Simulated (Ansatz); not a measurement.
Cu(PH3)Cl (CuPH3Cl). Total charge 0; singlet. Geometry PBE-D4/def2-TZVP; atoms count from 1.

```csv
atom,x (Å),y (Å),z (Å)
Cu1,-0.908,0.649,0.894
P2,0.451,-0.322,-0.445
H3,1.774,0.179,-0.588
H4,0.130,-0.413,-1.827
H5,0.785,-1.688,-0.236
Cl6,-2.233,1.595,2.202
```

Q: Estimate the Mulliken populations from the PBE0/def2-TZVP orbitals of Ansatz.

A: 
```json
{"atom": "Cu1", "charge (e)": "0.17", "d electrons": "9.85"}
{"atom": "P2", "charge (e)": "-0.10", "d electrons": "–"}
{"atom": "H3", "charge (e)": "0.12", "d electrons": "–"}
{"atom": "H4", "charge (e)": "0.12", "d electrons": "–"}
{"atom": "H5", "charge (e)": "0.12", "d electrons": "–"}
{"atom": "Cl6", "charge (e)": "-0.43", "d electrons": "–"}
```
Mulliken values depend strongly on the basis.

Q: And the Mayer bond orders between heavy atoms (over 0.3)?

A: Cu1–P2 0.88 (2.14 Å); Cu1–Cl6 0.97 (2.09 Å).
